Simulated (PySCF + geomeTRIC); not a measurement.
A geometry relaxed with PySCF + geomeTRIC with M06-2X/def2-TZVP, charge 0, multiplicity 1:

```xyz
4

H     -0.7117    -0.9864    -0.0025
H     -0.4997     1.1080    -0.0008
F      1.2580    -0.1284     0.0022
B     -0.0530     0.0048     0.0008
```

Q: Write the SMILES of this molecule.

A: `BF`
